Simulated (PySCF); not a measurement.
# Ne⁺ (neon, charge +1) across methods

[He] 2s1 2p6, 2S determinant (an excited configuration). Computed with PySCF 2.14 in dyall-av3z (15s9p3d2f, 71 functions), with no relativity, point nucleus.

```json
{"method": "LDA", "E (hartree)": "-126.5827", "mean ε 2s α (eV)": "-56.382", "mean ε 2p α (eV)": "-33.481", "mean ε 2p β (eV)": "-31.550", "Σ⟨r²⟩ (bohr²)": "7.086", "⟨S²⟩": "0.751"}
{"method": "wB97X", "E (hartree)": "-127.2616", "mean ε 2s α (eV)": "-63.659", "mean ε 2p α (eV)": "-38.944", "mean ε 2p β (eV)": "-36.205", "Σ⟨r²⟩ (bohr²)": "6.998", "⟨S²⟩": "0.752"}
{"method": "PBE0", "E (hartree)": "-127.1636", "mean ε 2s α (eV)": "-61.616", "mean ε 2p α (eV)": "-36.623", "mean ε 2p β (eV)": "-33.607", "Σ⟨r²⟩ (bohr²)": "7.024", "⟨S²⟩": "0.752"}
{"method": "B97-3", "E (hartree)": "-127.2327", "mean ε 2s α (eV)": "-61.956", "mean ε 2p α (eV)": "-36.819", "mean ε 2p β (eV)": "-33.828", "Σ⟨r²⟩ (bohr²)": "7.002", "⟨S²⟩": "0.752"}
{"method": "PBEsol", "E (hartree)": "-126.8726", "mean ε 2s α (eV)": "-56.552", "mean ε 2p α (eV)": "-33.281", "mean ε 2p β (eV)": "-31.271", "Σ⟨r²⟩ (bohr²)": "7.072", "⟨S²⟩": "0.751"}
{"method": "r2SCAN", "E (hartree)": "-127.2049", "mean ε 2s α (eV)": "-59.204", "mean ε 2p α (eV)": "-34.423", "mean ε 2p β (eV)": "-31.824", "Σ⟨r²⟩ (bohr²)": "6.992", "⟨S²⟩": "0.752"}
{"method": "UHF", "E (hartree)": "-126.73860", "mean ε 2s α (eV)": "-75.232", "mean ε 2p α (eV)": "-45.557", "mean ε 2p β (eV)": "-39.074", "Σ⟨r²⟩ (bohr²)": "6.984", "⟨S²⟩": "0.756"}
{"method": "PBE", "E (hartree)": "-127.2060", "mean ε 2s α (eV)": "-56.799", "mean ε 2p α (eV)": "-33.379", "mean ε 2p β (eV)": "-31.344", "Σ⟨r²⟩ (bohr²)": "7.070", "⟨S²⟩": "0.751"}
```

Problem. Estimate the same row for CAM-B3LYP.

Solution. E (hartree) = -127.2566; mean ε 2s α (eV) = -62.750; mean ε 2p α (eV) = -38.161; mean ε 2p β (eV) = -35.317; Σ⟨r²⟩ (bohr²) = 7.070; ⟨S²⟩ = 0.752.
